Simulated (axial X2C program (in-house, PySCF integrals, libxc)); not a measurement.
## Which functional? An output for SnH⁻

An SCF output computed with an axial X2C code built on PySCF integrals for SnH⁻ at 1.812 Å, two-component, state Ω = 1, Sn dyall-acv3z [12s13p10d5f1g], H dyall-av3z [7s3p2d] (cores contracted in-house), without its first line:

```
basis functions 171  fitting functions 855  grid points 5077
iter        total energy     max residual
   1      -6171.806744845     3.76e-01
   2      -6171.826487509     7.40e-03
   3      -6171.827380569     1.14e-02
   4      -6171.827531815     3.31e-03
   5      -6171.827569822     8.30e-04
   6      -6171.827578683     8.58e-04
   7      -6171.827581013     1.83e-04
   8      -6171.827581952     1.77e-04
   9      -6171.827582299     1.62e-04
  10      -6171.827582381     4.03e-05
  11      -6171.827582395     1.03e-05
  12      -6171.827582397     9.73e-06
  13      -6171.827582398     1.70e-06
converged
one-electron -8524.79224921  Coulomb 2506.28088110  exact exchange -164.39901842  xc functional 0.00000000  nuclear repulsion 14.60202017  atomic mean-field constant -3.51921603
```

Problem. Which level of theory produced it?
A. LDA
B. PBE0
C. HF

Solution. C. The exact-exchange term against the functional term shows a share of 1 of exact exchange.
